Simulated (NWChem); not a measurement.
System: C₂H₃B; SMILES C#CB

Here is an NWChem input.

```
start job
memory heap 200 mb stack 900 mb global 1100 mb
geometry units angstroms noautoz
  B     -0.004523    -1.395508     0.011603
  C     -0.003093     0.112954     0.010118
  C     -0.001827     1.334050     0.009613
  H     -0.000763     2.409977     0.008981
  H      1.040229    -1.999817     0.012881
  H     -1.050330    -1.997982     0.010999
end
basis spherical
  * library 6-31+g*
end
dft
  xc hfexch
  iterations 150
  vectors input atomic output neutral.movecs
end
task dft energy
charge 1
dft
  odft
  mult 2
  vectors input atomic output cation.movecs
end
task dft energy
charge -1
dft
  odft
  mult 2
  vectors input atomic output anion.movecs
end
task dft energy
```

Excerpt of the output:

```
             Northwest Computational Chemistry Package (NWChem) 7.3.0
             --------------------------------------------------------

 C2V symmetry detected

                             Geometry "geometry" -> ""
                             -------------------------

 Output coordinates in angstroms (scale by  1.889725989 to convert to a.u.)

  No.       Tag          Charge          X              Y              Z
 ---- ---------------- ---------- -------------- -------------- --------------
    1 B                    5.0000     0.00000000     0.00000000    -1.40134223
    2 C                    6.0000     0.00000000     0.00000000     0.10712113
    3 C                    6.0000     0.00000000     0.00000000     1.32821783
    4 H                    1.0000     0.00000000     0.00000000     2.40414553
    5 H                    1.0000     0.00000000     1.04528032    -2.00473404
    6 H                    1.0000     0.00000000    -1.04528032    -2.00473404

 Effective nuclear repulsion energy (a.u.)      46.3537957072

      Symmetry information
      --------------------

 Group name             C2v
 Group number             16
 Group order               4
 No. of unique centers     5

  xc_inp: hfexch multiplicative factor not found.

                                 NWChem DFT Module
                                 -----------------

 Summary of "ao basis" -> "ao basis" (spherical)
 ------------------------------------------------------------------------------
       Tag                 Description            Shells   Functions and Types
 ---------------- ------------------------------  ------  ---------------------
 B                          6-31+g*                  8       18   4s3p1d
 C                          6-31+g*                  8       18   4s3p1d
 H                          6-31+g*                  2        2   2s

      Symmetry analysis of basis
      --------------------------

        a1         31
        a2          3
        b1         12
        b2         14

            General Information
            -------------------
          SCF calculation type: DFT
          Wavefunction type:  closed shell.
          No. of atoms     :     6
          No. of electrons :    20
           Alpha electrons :    10
            Beta electrons :    10
          Charge           :     0
          Spin multiplicity:     1
          Use of symmetry is: on ; symmetry adaption is: on
          Maximum number of iterations: 150
          AO basis - number of functions:    60
                     number of shells:    30
          Convergence on energy requested:  1.00D-06
          Convergence on density requested:  1.00D-05
          Convergence on gradient requested:  5.00D-04

              XC Information
              --------------
                     Hartree-Fock (Exact) Exchange  1.000

      Superposition of Atomic Density Guess
      -------------------------------------

 Sum of atomic energies:        -101.35157905

      Non-variational initial energy
      ------------------------------

 Total energy =    -102.608949
 1-e energy   =    -225.689148
 2-e energy   =      76.726403
 HOMO         =      -0.325954
 LUMO         =      -0.080176

      Symmetry analysis of molecular orbitals - initial
      -------------------------------------------------

  Numbering of irreducible representations:

     1 a1          2 a2          3 b1          4 b2

  Orbital symmetries:

     1 a1          2 a1          3 a1          4 a1          5 a1
     6 a1          7 a1          8 b2          9 b1         10 b2
    11 b1         12 b2         13 a1         14 b1         15 a1
    16 a1         17 b2         18 b1         19 b2         20 b1

   convergence    iter        energy       DeltaE   RMS-Dens  Diis-err
 ---------------- ----- ----------------- --------- --------- ---------
 d= 0,ls=0.0,diis     1   -102.0492994315 -1.48D+02  1.59D-02  2.03D-01
 d= 0,ls=0.0,diis     2   -102.0866983835 -3.74D-02  3.97D-03  2.69D-02
 d= 0,ls=0.0,diis     3   -102.0904843386 -3.79D-03  1.96D-03  6.36D-03
 d= 0,ls=0.0,diis     4   -102.0914638426 -9.80D-04  4.32D-04  4.55D-04
 d= 0,ls=0.0,diis     5   -102.0915408902 -7.70D-05  2.08D-04  2.11D-05
  Resetting Diis
 d= 0,ls=0.0,diis     6   -102.0915526452 -1.18D-05  9.28D-05  5.33D-06
 d= 0,ls=0.0,diis     7   -102.0915572497 -4.60D-06  2.27D-05  1.02D-06
 d= 0,ls=0.0,diis     8   -102.0915579165 -6.67D-07  3.70D-05  4.90D-07
 d= 0,ls=0.0,diis     9   -102.0915585253 -6.09D-07  9.74D-06  4.80D-08

         Total DFT energy =     -102.091558525286
      One electron energy =     -227.791244114426
           Coulomb energy =       94.567913145034
    Exchange-Corr. energy =      -15.222023263066
 Nuclear repulsion energy =       46.353795707172

 Numeric. integr. density =        0.000000000000

                  Occupations of the irreducible representations
                  ----------------------------------------------

                     irrep           alpha         beta
                     --------     --------     --------
                     a1                7.0          7.0
                     a2                0.0          0.0
                     b1                1.0          1.0
                     b2                2.0          2.0

                       DFT Final Molecular Orbital Analysis
                       ------------------------------------

 Vector    8  Occ=2.000000D+00  E=-5.211695D-01  Symmetry=b2
              MO Center=  3.7D-25,  8.8D-15, -1.4D+00, r^2= 2.1D+00
   Bfn.  Coefficient  Atom+Function         Bfn.  Coefficient  Atom+Function
  ----- ------------  ---------------      ----- ------------  ---------------
     4      0.388299  1 B  py                57      0.212265  5 H  s
    59     -0.212265  6 H  s                 58      0.210443  5 H  s
    60     -0.210443  6 H  s                 22      0.161991  2 C  py
     8      0.126856  1 B  py                40      0.117617  3 C  py
    26      0.072643  2 C  py                44      0.069568  3 C  py

 Vector    9  Occ=2.000000D+00  E=-4.152545D-01  Symmetry=b1
              MO Center= -2.6D-16, -1.2D-17,  5.5D-01, r^2= 1.5D+00
   Bfn.  Coefficient  Atom+Function         Bfn.  Coefficient  Atom+Function
  ----- ------------  ---------------      ----- ------------  ---------------
    21      0.404925  2 C  px                39      0.359278  3 C  px
    25      0.268210  2 C  px                43      0.216940  3 C  px
     3      0.097349  1 B  px                29      0.073761  2 C  px
     7      0.035299  1 B  px                53      0.025464  3 C  d  1

 Vector   10  Occ=2.000000D+00  E=-3.948983D-01  Symmetry=b2
              MO Center=  4.9D-26, -1.8D-16,  4.5D-01, r^2= 2.3D+00
   Bfn.  Coefficient  Atom+Function         Bfn.  Coefficient  Atom+Function
  ----- ------------  ---------------      ----- ------------  ---------------
    40      0.406589  3 C  py                22      0.339437  2 C  py
    44      0.265540  3 C  py                26      0.221910  2 C  py
     4     -0.134992  1 B  py                58     -0.126318  5 H  s
    60      0.126318  6 H  s                 57     -0.103025  5 H  s
    59      0.103025  6 H  s                  8     -0.070255  1 B  py

 Vector   11  Occ=0.000000D+00  E= 3.551200D-02  Symmetry=b1
              MO Center= -9.8D-14, -9.0D-17, -1.1D+00, r^2= 6.8D+00
   Bfn.  Coefficient  Atom+Function         Bfn.  Coefficient  Atom+Function
  ----- ------------  ---------------      ----- ------------  ---------------
    11      0.743510  1 B  px                47     -0.286498  3 C  px
     7      0.281935  1 B  px                 3      0.277553  1 B  px
    43     -0.229071  3 C  px                39     -0.218528  3 C  px
    29     -0.076449  2 C  px                25      0.071301  2 C  px
    21      0.037069  2 C  px                35      0.028341  2 C  d  1

 Vector   12  Occ=0.000000D+00  E= 5.291733D-02  Symmetry=a1
              MO Center=  2.1D-14, -1.7D-14, -4.0D-01, r^2= 1.7D+01
   Bfn.  Coefficient  Atom+Function         Bfn.  Coefficient  Atom+Function
  ----- ------------  ---------------      ----- ------------  ---------------
    46     19.425721  3 C  s                 28    -14.885229  2 C  s
    31     -7.117021  2 C  pz                10     -4.941103  1 B  s
    49     -4.520902  3 C  pz                13     -0.829328  1 B  pz
     6     -0.652424  1 B  s                 27     -0.435316  2 C  pz
    42      0.424327  3 C  s                 45     -0.317108  3 C  pz

 Vector   13  Occ=0.000000D+00  E= 7.809385D-02  Symmetry=a1
              MO Center=  1.3D-14, -6.9D-14, -1.6D+00, r^2= 1.9D+01
   Bfn.  Coefficient  Atom+Function         Bfn.  Coefficient  Atom+Function
  ----- ------------  ---------------      ----- ------------  ---------------
    46     -2.002120  3 C  s                 28      1.899519  2 C  s
    31      1.571371  2 C  pz                13     -1.490217  1 B  pz
    49     -0.620237  3 C  pz                 9      0.228614  1 B  pz
    56      0.229171  4 H  s                  6      0.215901  1 B  s
    27      0.147180  2 C  pz                24     -0.140061  2 C  s

     Multipole analysis of the density
     ---------------------------------

     L   x y z        total         alpha         beta         nuclear
     -   - - -        -----         -----         ----         -------
     0   0 0 0     -0.000000    -10.000000    -10.000000     20.000000

     1   1 0 0     -0.000000     -0.000000     -0.000000      0.000000
     1   0 1 0      0.000000      0.000000      0.000000      0.000000
     1   0 0 1      0.351094      0.175547      0.175547     -0.000000

[...]
```

Level: Hartree-Fock/6-31+G* (spherical d), vertical spin-unrestricted ions. The geometry was optimised at PBE0/def2-SVP.
